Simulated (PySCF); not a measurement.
An unknown shows these calculated signals:

¹H NMR (400 MHz, computed): δ 7.18 (m, 1H), 4.76 (m, 1H), 2.96 (m, 1H), 2.78 (m, 1H), 1.81 (m, 1H), 1.44 (d, 3H).

¹³C{¹H} NMR (computed): δ 160.1 (CH), 136.2 (C), 53.9 (CH), 39.9 (CH2), 33.4 (CH), 23.2 (CH3).

PySCF calculation with NMR shieldings at PBE0/pcSseg-1/GIAO and GFN2-xTB geometry; gas phase, no relativistic terms, single conformer, averaged over atoms made equivalent by symmetry, fast rotation or ring inversion.

Chemical shifts δ = σref − σ; ¹H (σref 31.72), ¹³C (σref 186.93) against TMS, all at this level.

**Question.** Which of these does the molecule contain: a tert-butyl group, a C≡C triple bond, a heteroaromatic ring, a non-aromatic C=C double bond?

**Answer.** 
- A tert-butyl group: no.
- A C≡C triple bond: no.
- A heteroaromatic ring: no.
- A non-aromatic C=C double bond: yes.

The data belong to `C[C@@H]1C[C@H](Cl)/C1=C/F`, C₆H₈ClF; they needn't prove each group on their own.

Carbon signals by region: 1 in the far downfield region (above 160 ppm), 1 in the sp2 and nitrile region (100–160 ppm), 1 at 50–100 ppm, 3 below 50 ppm. Above 160 ppm: 160.1, alkene CH.

Carbons that carry Cl, above all several Cl atoms, come out too deshielded, partly because spin–orbit coupling is missing. Splittings by ¹⁹F in the carbon and heteronuclear signals aren't shown, as no couplings were computed. Shifts are as computed. Against solution values, carbons near 30 ppm lie about +3 ppm off and those near 130 ppm about +5 ppm; carbons on Cl a further +6 ppm. Of 1211 compounds with measured shifts, 218 miss one by over three times the rms of a fit or turn the order of signals round; such compounds aren't used in these exercises. No couplings were computed; multiplicities are counted from neighbouring protons, with m where these are inequivalent, close in shift, in a saturated or five-membered ring or joined by F or P, and br s for small geminal =CH2 splittings.
